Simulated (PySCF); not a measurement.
methyl (Z)-2,3-difluoroprop-2-enoate (C4H4F2O2), SMILES COC(=O)/C(F)=C/F.

Coordinates come from a B3LYP-D3(BJ)/def2-SVP optimisation. The values are those of a single conformer.

Two levels are set side by side: PBE/def2-TZVP (PySCF) and PBE0/def2-TZVP (PySCF). Same geometry, gas phase. Differences are taken from unrounded values.

| quantity | PBE0 |
|---|---|
| orbital gap (eV) | 6.40 |
| highest occupied level (eV) | -7.88 |
| lowest empty level (eV) | -1.48 |
| dipole moment (D) | 1.52 |

Task: What does PBE give, and how far is it from PBE0? (The exact figures need the calculation; the answer reports its results.)

Result: 
```tsv
quantity	PBE	PBE minus PBE0
orbital gap (eV)	4.18	-2.22
highest occupied level (eV)	-6.55	1.33
lowest empty level (eV)	-2.37	-0.89
dipole moment (D)	1.43	-0.09
```

PBE's occupied levels lie high since its potential decays too fast outside the molecule; exact exchange lowers them and widens the gap. Differences between two approximate levels are no errors against the true value.

Rough cost on one machine, each run with all the roots and properties that it gave: PBE0 against PBE within a factor of 2.
